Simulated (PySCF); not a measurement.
A structure optimised at B3LYP-D3(BJ)/def2-SVP, used in a PySCF frequency run:

```xyz
11

W     -0.0173     0.4279     0.0000
O     -0.3972    -1.3983     0.0000
C      0.1729    -2.6880     0.0000
H     -0.1593    -3.2361    -0.8963
H     -0.1593    -3.2361     0.8963
H      1.2732    -2.6271     0.0000
H      1.1003     1.2850    -0.9425
H      1.5640    -0.0936     0.0000
H     -0.6495     1.1354    -1.4258
H      1.1003     1.2850     0.9425
H     -0.6495     1.1354     1.4258
```
Charge 0, spin multiplicity 1.

Q: Write its SMILES, formula and point group.

A: C[O][WH5], CH₈OW, Cs

Q: What are its rotational constants (standard atomic weights)?

A: 28.380, 2.6390, 2.6011 GHz
